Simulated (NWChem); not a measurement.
Molecule: MgH₂Se; SMILES [SeH][MgH]

Computed with NWChem. The geometry was optimised at PBE-D3(BJ)/def2-SVP. Vertical excitations in the gas phase; the lowest state need not have the same character in each row.

| level | lowest excitation, singlet (eV) | orbital gap (eV) |
|---|---|---|
| PBE/def2-SVP, full TDDFT | 4.13 | 4.03 |
| B3LYP/def2-SVP, full TDDFT | 4.34 | 5.32 |
| BHandHLYP/def2-SVP, full TDDFT | 4.74 | 7.36 |
| CAM-B3LYP/def2-SVP, full TDDFT | 4.64 | 7.83 |
